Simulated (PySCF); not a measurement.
**Frontier orbitals and the lowest excitations**

Species: C5H6N2O.
Cartesian coordinates in Å at the GFN2-xTB level; atoms count from 1:
```
atom  x, y, z in Å
C1     3.2991    0.9163    0.6040
C2     2.2977    0.4859    0.1036
C3     1.1130   -0.0012   -0.5709
O4     0.9777   -0.0018   -1.7742
N5     0.1738   -0.4584    0.2990
C6    -1.1089   -0.9417   -0.1446
C7    -2.2482   -0.0446    0.2767
N8    -2.1875    1.1023    0.7703
H9     4.1732    1.2882    1.0530
H10    0.3538   -0.4227    1.2905
H11   -1.0755   -0.9752   -1.2403
H12   -1.2877   -1.9571    0.2275
H13   -3.2374   -0.4658    0.1241
H14   -1.2438    1.4752    0.8845
```

Computed with PySCF 2.14.0, density-fitted response routines, TDDFT PBE0/def2-SVPD, vertical, gas phase, core orbitals frozen in the response.

Kohn–Sham orbitals with the atoms that hold most of them (Löwdin shares over 4%, at most four atoms; ? is withheld):

```json
{"orbital": "LUMO+2", "ε (eV)": "0.30", "atoms": "C1 26%, C2 20%, H10 16%, N5 7%"}
{"orbital": "LUMO+1", "ε (eV)": "-0.35", "atoms": "C7 39%, N8 38%, C6 8%, H13 6%"}
{"orbital": "LUMO", "ε (eV)": "?", "atoms": "?"}
{"orbital": "HOMO", "ε (eV)": "-7.69", "atoms": "?"}
{"orbital": "HOMO-1", "ε (eV)": "-8.20", "atoms": "O4 62%, C2 11%, C1 9%, C3 7%"}
{"orbital": "HOMO-2", "ε (eV)": "-8.30", "atoms": "N5 39%, O4 25%, N8 14%, C3 8%"}
{"orbital": "HOMO-3", "ε (eV)": "-8.92", "atoms": "C1 39%, C2 38%, O4 11%, C3 6%"}
```

(1) Which atoms hold the LUMO, and with what shares?

(2) Which atoms hold the HOMO, and with what shares?

(3) What is the LUMO energy, and the HOMO–LUMO gap?

## Answers

(1) C1 (bonded to C and H) 23%; C3 (bonded to C, N and O) 21%; C2 (bonded to 2 C) 18%; O4 (bonded to C) 18%. By element: carbon 63% or more, oxygen 18%.

(2) N8 (bonded to C and H) 50%; C7 (bonded to C, N and H) 14%; C6 (bonded to C, N and 2 H) 10%; H14 (bonded to N) 7%. By element: nitrogen 50% or more, carbon 24% or more, hydrogen 7% or more.

(3) ε(LUMO) = -1.28 eV; the gap is 6.41 eV (0.2356 hartree).

**Question.** The HOMO–LUMO gap is 6.41 eV. Where does the response calculation put the lowest singlet, and from which orbitals?

**Answer.** S1 is at 4.96 eV (f = 0.0001), 1.45 eV below the gap, made of HOMO-1→LUMO (93%). Its leading pair isn't HOMO and LUMO; the energies of that pair differ by 6.92 eV. 

**Question.** Give energy, strength and leading configuration of S1, S2, S3 and S5, and follow the Löwdin shares of the leading atoms from the occupied to the empty orbital.

**Answer.** 
- S1 (4.96 eV, f 0.0001), HOMO-1→LUMO (93%): O4 62% → 18%, C2 11% → 18%, C1 9% → 23%, C3 7% → 21%
- S2 (5.30 eV, f 0.0049), HOMO→LUMO+1 (92%): N8 50% → 38%, C7 14% → 39%
- S3 (5.57 eV, f 0.039), HOMO→LUMO (95%): N8 50% → at most 18%, C7 14% → at most 18%, C1 at most 8% → 23%, C3 at most 8% → 21%
- S5 (6.20 eV, f 0.131), HOMO-2→LUMO (72%): N5 39% → at most 18%, O4 25% → 18%, C1 at most 8% → 23%, C3 8% → 21%

Time: 41 s; peak memory 0.86 GiB. Hardware: one thread, Intel Xeon at 2.70 GHz (x86_64), no GPU, shared host with 64 logical CPUs at a one-minute load of 61.

One conformer stands for the species.
